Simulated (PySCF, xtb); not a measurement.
B(Me)(Et)(NH2) (C3H10BN), SMILES CCB(C)N. The values are those of a single conformer.

Harmonic wavenumbers (cm⁻¹) from GFN2-xTB in xtb 6.7.1 at its own minimum, in rising order: 43, 66, 208, 237, 307, 360, 417, 545, 612, 705, 735, 835, 867, 875, 996, 1022, 1073, 1157, 1249, 1323, 1389, 1400, 1414, 1486, 1505, 1510, 1518, 1520, 1549, 2950, 2973, 3007, 3013, 3016, 3022, 3023, 3034, 3484, 3520.

Problem. What does r2SCAN-D4/def2-SVP run with PySCF give at its own minimum? (An estimate is asked for; the answer gives what the named calculation found.)

Solution. 57, 107, 211, 232, 320, 384, 438, 541, 571, 702, 737, 832, 862, 870, 978, 1002, 1054, 1159, 1254, 1291, 1344, 1359, 1388, 1418, 1438, 1455, 1479, 1480, 1600, 3006, 3015, 3020, 3044, 3100, 3104, 3107, 3118, 3585, 3689. Paired by order, the mean absolute difference is 37 cm⁻¹ and the zero-point energies are 82.9 and 83.4 kcal/mol.
